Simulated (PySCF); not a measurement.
Geometry:
| atom | x (Å) | y (Å) | z (Å) |
| --- | --- | --- | --- |
| B1 | 1.575 | 0.024 | -0.073 |
| B2 | -1.020 | 0.858 | -1.200 |
| B3 | 0.443 | 1.380 | -0.330 |
| B4 | -1.089 | 1.157 | 0.568 |
| B5 | 0.570 | -1.284 | 0.651 |
| B6 | 0.984 | -1.371 | -0.968 |
| B7 | -0.736 | -1.093 | -0.849 |
| B8 | -1.091 | -0.581 | 1.041 |
| B9 | 0.643 | 0.144 | -1.598 |
| B10 | 0.392 | 0.400 | 1.205 |
| B11 | -2.030 | -0.084 | -0.252 |
| H12 | 2.763 | 0.230 | 0.112 |
| H13 | -1.454 | 1.518 | -2.132 |
| H14 | 0.892 | 2.505 | -0.453 |
| H15 | -1.607 | 2.092 | 1.155 |
| H16 | 0.869 | -2.158 | 1.448 |
| H17 | 1.559 | -2.285 | -1.529 |
| H18 | -1.272 | -2.014 | -1.446 |
| H19 | -1.570 | -1.135 | 2.015 |
| H20 | 0.999 | 0.461 | -2.722 |
| S21 | 1.000 | 0.969 | 2.915 |
| H22 | 2.263 | 0.500 | 2.805 |
| H23 | -3.228 | -0.246 | -0.387 |

Total charge -2.

Geometry: PBE0-D3(BJ)/def2-SVP; GIAO shifts from PySCF 2.14, gas phase, non-relativistic, averaged over equivalent atoms.

At KT2/pcSseg-1 (266 basis functions, 91 s wall time on 1 thread of an Intel Xeon 6975P-C, shared host):
| atoms | δ (ppm) |
| --- | --- |
| B6/B11 | -6.1 |
| B2/B9 | -21.6 |
| B1/B4 | -22.3 |
| B10 | -22.4 |
| B5/B8 | -22.8 |
| B3 | -29.6 |
| B7 | -32.4 |
| H17/H23 | 2.98 |
| H16/H19 | 1.64 |
| H13/H20 | 1.51 |
| H14 | 1.41 |
| H12/H15 | 0.96 |
| H18 | 0.45 |
| H22 | 0.11 |
| S21 | -167.5 |

Shifts are taken against calculated references (same method and geometry level): ¹¹B (σ = 99.90 ppm) against BF3·OEt2; TMS for ¹H (σ = 31.18 ppm); CS2 for ³³S (σ = 518.69 ppm).

Q: Predict the values at PBE0/pcSseg-1 on the same geometry.

A: 
```tsv
atoms	δ at PBE0/pcSseg-1	change
B6/B11	-2.5	+3.6
B2/B9	-20.2	+1.4
B1/B4	-20.8	+1.5
B10	-20.6	+1.8
B5/B8	-21.0	+1.8
B3	-27.3	+2.3
B7	-31.5	+0.9
H17/H23	3.13	+0.15
H16/H19	1.58	-0.06
H13/H20	1.41	-0.10
H14	1.39	-0.02
H12/H15	0.84	-0.12
H18	0.23	-0.22
H22	-0.01	-0.12
S21	-196.2	-28.7
```

Shifts are taken against calculated references (same method and geometry level): ¹¹B (100.73 ppm) vs BF3·OEt2; TMS for ¹H (31.27 ppm); CS2 for ³³S (495.66 ppm).

The largest change is at S21 (sulfur bonded to B, H). Cost: 266 basis functions, 76 s wall time on 1 thread of an Intel Xeon 6975P-C, shared host.
